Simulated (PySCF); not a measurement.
Species: VO₄ (charge -3 and singlet state).
SMILES: `[O]=[V]([O-])([O-])[O-]`

Computed, not measured: PBE0-D3(BJ)/def2-SVP geometry optimisation, gas phase in PySCF 2.14.0.

Take the most abundant isotopes and a rigid rotor. 

(1) What are A, B and C (cm⁻¹)?

(2) Classify the top.

## Answers

(1) Ia = 125.26, Ib = 125.35, Ic = 125.39 u·Å²; 505379 MHz·u·Å²/I gives 4035, 4032 and 4030 MHz, that is A = 0.13458, B = 0.13448, C = 0.13444 cm⁻¹.

(2) A spherical top, as the point group Td requires three equal moments; the computed ones differ by 0.10 % because the geometry is symmetric only within the optimiser's tolerance.

The point group Td allows no dipole (computed: 0.01 D (about the centre of mass, as the species is charged)), so a rigid rotor has no electric-dipole lines.

Not checked by PBE0-D3(BJ)/def2-SVP frequencies. Whether so highly charged an anion holds all its electrons in the gas phase wasn't checked; a finite basis holds them in any case. The ion is multiply charged and computed without counter-ions or solvent. Constants of a rigid frame at the computed geometry: no zero-point averaging, no centrifugal distortion.
